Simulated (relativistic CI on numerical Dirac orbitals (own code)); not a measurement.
## Cr2+: 3s photoemission

Computed with this model: Dirac-Coulomb-Breit CI, orbitals from a KLI potential per configuration, model QED (radiative potential, 1s self-energy scaled to tabulated hydrogen-like ionisation energies), valence Slater integrals scaled by 0.8, multiplet model of photoemission in the sudden approximation; configurations [Ar] 3d4 → [Ne] 3s 3p6 3d4; 300 K; Lorentzian 1.5 eV and Gaussian 0.6 eV FWHM. Energies are those of the free ion, without screening or charge transfer. The energies are binding energies and can lie tens of eV above those of solids. Without intra-shell correlation the exchange splitting of an s hole comes out too large, often by half or more. S is read from ⟨S²⟩ = S(S + 1).

free ion: ground-state S = 2.00, centroid 110.15 eV. Peaks (eV, height): 106.6 (100), 115.4 (66).

Strongest unbroadened transitions for free ion:

```
Energy (eV)  Relative strength
     106.58               12.1
     106.59                8.7
     106.60              100.0
     106.61               11.1
     110.78                0.0
     110.82                0.0
     115.48               42.4
     115.49               22.1
     115.50               13.1
     115.51                7.6
     115.52                2.3
     116.13                0.1
     116.14                0.1
     116.21                0.1
     116.22                0.0
     116.23                0.0
     116.24                0.0
```
